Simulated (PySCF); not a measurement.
# Reading the logs of faulty runs: AlBH6NSi

Calculated results; nothing here was measured. The program is PySCF 2.14.0, an open-source quantum chemistry code, run on an isolated molecule that a program drew, which may never have been made. The molecule is AlBH6NSi (charge 0, doublet), drawn as the SMILES string `B[SiH][NH][AlH2]`.

Each row is a Hartree-Fock (HF) and frozen-core CCSD(T) single point in the cc-pV(D+d)Z basis, meant for a local HF minimum. Run 1 is clean. Each other run has one planted mistake out of seven kinds, and not every kind appears here: one electron removed, one electron added, multiplicity raised by two, geometry at a saddle point, minimal basis STO-3G, one bond length entered in bohr, all coordinates scaled. The reference is restricted for singlets and unrestricted otherwise, and also for a bond in bohr. Adding or removing an electron swaps singlet and doublet. Electrons count all cores. HOMO and LUMO are orbital energies over both spins, the gradient is its largest component, and the lowest frequency (negative if imaginary) is given only where the gradient is small. Bond lengths are over the 9 bonds as drawn. T1 is the CCSD diagnostic: over 0.02 (restricted) or 0.045 (unrestricted) a single reference is doubtful.

Geometry of the clean run:
```xyz
10
AlBH6NSi, angstrom
B     1.6220   -0.0993   -1.3455
Si    0.8986   -0.2532    0.4189
N    -0.3366    0.6956    1.1341
Al   -1.3268    2.0741    0.5336
H     1.2367    0.7252   -2.1262
H     2.4903   -0.8714   -1.6485
H     1.3526   -1.2582    1.4041
H    -0.5404    0.4157    2.0809
H    -1.1075    2.6075   -0.9264
H    -2.3786    2.6701    1.5447
```

```
run,electrons,basis functions,<S^2>,HOMO (eV),LUMO (eV),gradient (hartree/bohr),lowest frequency (cm^-1),mean bond (Å),longest bond (Å),T1,HF (hartree),CCSD(T) (hartree),mistake
1,45,104,0.759,-7.34,1.13,3.6e-05,80,1.4956,1.913,0.0157,-613.48117,-613.95632,no fault
2,45,34,0.754,-3.81,6.02,4.0e-02,-,1.4956,1.913,0.0239,-606.19030,-606.40116,minimal basis STO-3G
3,45,104,0.759,-7.42,1.21,3.6e-02,-,1.4417,1.844,0.0142,-613.46841,-613.93866,all coordinates scaled
4,45,104,1.389,-7.50,0.85,1.9e-02,-,1.6143,2.269,0.0667,-613.35808,-613.83884,?
```

**Which mistake was planted in run 4, and what did it cost?**

The mean bond changes by a factor of 1.079 and the longest by 1.186, so the molecule wasn't scaled as a whole. A length L in bohr read as angstrom grows by (1/0.5292 - 1) L = 0.890 L. The 9 bonds together grew by 9 x 0.1187 = 1.068 Å, which gives L = 1.201 Å. That is the length of one of the B-H bonds, 1.201 Å in the clean geometry. So the mistake is: one bond length entered in bohr. Subtracting run 1 and multiplying by 627.51 kcal/mol a hartree, the energy moved by 77.2 kcal/mol in HF and 73.7 kcal/mol in CCSD(T).

Cautions from the logs. Run 4: T1 is over the limit, so its CCSD(T) energy is less reliable.
